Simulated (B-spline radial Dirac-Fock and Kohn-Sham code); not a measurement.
# Tl⁶⁺: non-radiative channels of the N2 vacancy

System: Tl⁶⁺ in the configuration [Xe] 4f14 5d7.

The run's input, task.json:

```json
{"items": [{
  "Z": 81,
  "q": 6,
  "cfg": [[1, 0, 2], [2, 0, 2], [2, 1, 6], [3, 0, 2], [3, 1, 6], [3, 2, 10], [4, 0, 2], [4, 1, 6], [4, 2, 10], [4, 3, 14], [5, 0, 2], [5, 1, 6], [5, 2, 7]],
  "A": 205,
  "rrms": 5.4759,
  "do": ["binding", "quiet", "decay"],
  "holes": ["K", "L1", "L2", "L3", "M1", "M2", "M3", "M4", "M5", "N1", "N2", "N3", "N4", "N5", "N6", "N7"]
}]}
```

Command: `python xray_run.py task.json out`

Calculated with a radial atomic solver, using one-electron (LDA, Dirac) transition rates at Dirac-Fock energies. Kinetic energies are configuration averages from the vacuum level; the two-hole energies are estimated from single-hole states.

```tsv
transition	kinetic energy (eV)	width (meV)	share (%)
N2-N4O1	–	677	5.5
N2-N4N6	–	1960	15.9
N2-N4N7	–	4250	34.4
N2-N5O1	81.96	105	0.9
N2-N5N6	87.70	645	5.2
N2-N5N7	94.17	170	1.4
N2-N4O2	–	522	4.2
N2-N5O2	128.1	437	3.5
N2-N4O3	–	785	6.4
N2-N5O3	150.6	98.9	0.8
N2-N4O4	–	287	2.3
N2-N4O5	–	476	3.9
N2-N6O1	349.7	78.6	0.6
N2-N7O1	354.1	45.3	0.4
N2-N6N6	356.1	43.6	0.4
N2-N6N7	359.7	284	2.3
N2-N6O2	396.0	332	2.7
N2-N7O2	400.2	522	4.2
N2-N6O3	418.2	60.8	0.5
N2-O2O3	450.8	56.1	0.5
N2-N6O4	484.7	61.6	0.5
N2-N6O5	487.5	40.3	0.3
N2-N7O4	489.0	130	1.1
N2-O2O5	519.0	47.2	0.4
```

A dash stands for an energy that rests on an unreliable hole state.

Coster-Kronig rates are the weakest part of this model and often come out 1.5 to 2.5 times too large. Super-Coster-Kronig decay this fast strains the one-particle picture, and such widths tend to come out too large. The listed channels hold 98 % of the non-radiative rate. Summed by principal shells, of 12.3 eV in all: NNN 59.7 %, NNO 38.6 %, NOO 1.7 %.
